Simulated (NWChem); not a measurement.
SiHBr, singlet; SMILES Br[SiH]

```xyz
3

Si     0.1006    -1.5799     0.0000
H     -1.4427    -1.7478     0.0000
Br     0.0174     0.6888     0.0000
```
Atoms are numbered in this order, from 1.

All runs: NWChem. Pople sets run with spherical d functions. Low-valent species are run as closed-shell singlets; no triplet was tried in these runs. Structure relaxed at the PBE-D3(BJ)/def2-SVP level. Vzz is the largest principal value of the second derivative of the potential at the nucleus (NWChem prints the opposite sign); η is the asymmetry. Non-relativistic.

### Question
Order these runs by computing time, cheapest first, and give rough ratios: CAM-B3LYP/cc-pVTZ; CAM-B3LYP/def2-TZVP; PBE0/6-31G*.

### Answer
PBE0/6-31G* (1), CAM-B3LYP/def2-TZVP (6), CAM-B3LYP/cc-pVTZ (30). Ratios are rough, from one shared machine; the cheapest took roughly 4 core-seconds. What differs between the cheapest and the dearest: Vzz Br3 (a.u.) -3.016 → -3.068; η Br3 0.94 → 0.97.
